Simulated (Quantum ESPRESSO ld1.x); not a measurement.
Q: All-electron atom: Ce XX in [Kr] 4d3. Method: Dirac Kohn-Sham, relativistic LDA (MacDonald-Vosko exchange, VWN5 correlation), spin-unpolarised, spherical densities, point nucleus; open shells are shared between the two j in proportion to 2j + 1; computed with ld1.x of Quantum ESPRESSO 7.5.

Spin-orbit splittings of the eigenvalues, e(l+1/2) - e(l-1/2), with zeta = 2 splitting/(2l+1) and mean radii in bohr:

| shell | occ. | splitting (eV) | zeta (eV) | <r> j=l-1/2 | <r> j=l+1/2 |
|---|---|---|---|---|---|
| 2p | 6 | 442.3 | 294.9 | 0.08813 | 0.09429 |
| 3p | 6 | 88.17 | 58.78 | 0.2670 | 0.2789 |
| 3d | 10 | 19.18 | 7.672 | 0.2491 | 0.2529 |
| 4p | 6 | 22.63 | 15.08 | 0.6103 | 0.6307 |
| 4d | 3 | ? | ? | 0.6439 | 0.6499 |
| 5p | 0 | 8.336 | 5.557 | 1.136 | 1.164 |

Estimate the 4d splitting.

A: 4.529 eV (zeta = 1.811 eV).
